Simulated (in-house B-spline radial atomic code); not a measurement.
Configurations of Ca³⁺, with energies counted from [Ne] 3s2 3p5. All numbers are computed (scalar-relativistic (X2C) BHandHLYP, spin-polarised, spherical fractional occupations, exact exchange averaged over the configuration; Fermi nucleus of rms radius 3.4776 fm) with a radial B-spline atomic code at the basis-set limit, not measured. Shells without spins written out take the highest spin.

Occupations are held fixed; configurations that lie above the ionisation limit could autoionise.

| configuration | E - E(ref) (eV) | highest orbital | its <r> (bohr) |
| --- | --- | --- | --- |
| [Ne] 3s2 3p4 3d1 | 26.324 | 3d up | 1.403 |
| [Ne] 3s1 3p5 4s1 | 57.36 | 4s up | 2.727 |
| [Ne] 3s1 3p5 4d1 | 69.972 | 4d up | 3.76 |
| [Ne] 3s1 3p5 4f1 | 74.296 | 4f up | 4.195 |

**Question.** Order these further configurations by energy, lowest first.
A. [Ne] 3s1 3p6
B. [Ne] 3s1 3p5 4p1
C. [Ne] 3s2 3p4 4d1
D. [Ne] 3s2 3p4 4s1

**Answer.** A (22.239 eV), D (36.038 eV), C (48.627 eV), B (62.57 eV).
